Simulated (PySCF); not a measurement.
# Te: ionisation energy

Te [Kr] 4d10 5s2 5p4 (3P) → Te⁺ [Kr] 4d10 5s2 5p3 (4S), as a difference of total energies. Computed with PySCF 2.14 in x2c-TZVPall, with the spin-free X2C one-electron Hamiltonian (Gaussian nucleus). Correlated levels: valence: [Kr] 4d10 frozen. The calculations carry no spin-orbit coupling.

| method | ionisation energy (eV) |
| --- | --- |
| UHF | 7.751 |
| LDA | 9.025 |
| r2SCAN | 8.789 |
| MP2 (valence) | 8.336 |
| SCS-MP2 (valence) | 8.388 |

Q: How much does correlation contribute at MP2 (valence)?

A: 8.336 − (7.751) = 0.585 eV, measured against UHF.

Errors of the correlated levels include the incompleteness of this basis and the frozen core.

For comparison: 8.749 eV (measured; NIST levels, between the centres of gravity of the two terms).
